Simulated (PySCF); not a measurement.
Molecule: SMILES N#Cc1ccc[c-]1Cl, [C6H3ClN]-.

Cartesian coordinates in Å; atom numbers follow the order of the lines, from 1:
```xyz
11

N     3.2552   -0.7736    0.3026
C     2.1333   -0.5040    0.1979
C     0.7894   -0.2135    0.0740
C    -0.2695   -1.1536    0.0442
C    -1.4573   -0.4668   -0.0912
C    -1.1832    0.9107   -0.1500
C     0.1831    1.0546   -0.0490
Cl    1.0387    2.5703   -0.0719
H    -0.1415   -2.2221    0.1170
H    -2.4418   -0.9070   -0.1455
H    -1.9009    1.7076   -0.2540
```

Total charge -1.

Frames of a GFN2-xTB Langevin trajectory at 300 K; GIAO PBE0/pcSseg-1 shieldings in PySCF 2.14, gas phase, non-relativistic; equivalent atoms averaged within each frame.

δ = σ(ref) − σ, references computed at the same level: $^{15}$N (267.73 ppm) against NH3; TMS for $^{13}$C (186.93 ppm), $^{1}$H (31.72 ppm); $^{35}$Cl (949.78 ppm) against HCl. The references are static minima.

How do the shifts (ppm) fluctuate along the trajectory?

Results:


```csv
time (fs),N1,C2,C4,C7,C6,C5,C3,Cl8,H9,H11
optimised geometry,291.8,129.6,114.8,117.2,107.3,105.7,84.4,113,6.03,5.41
250,296.4,133.8,119.2,115.2,104.5,101.7,88.2,125,6.03,5.14
425,294.3,129.9,115.5,130.6,109.6,101.2,88.7,162,6.28,6.38
625,310.6,133.3,117.7,115.2,107.1,110.5,86.5,117,6.32,5.55
800,302.4,130.6,120.9,118.1,112.0,106.2,95.8,98,6.88,5.71
1000,286.3,126.5,104.4,120.4,107.7,105.3,83.8,112,5.38,5.41
mean of frames,298.0,130.8,115.5,119.9,108.2,105.0,88.6,123,6.18,5.64
standard deviation,9.1,3.0,6.5,6.4,2.8,3.8,4.5,24,0.54,0.47
```

5 frames give an uncertainty of the mean of about the standard deviation over 2.2 at best, since frames this close in time may not be independent; classical motion lacks zero-point vibration, and the reference would need the same averaging.
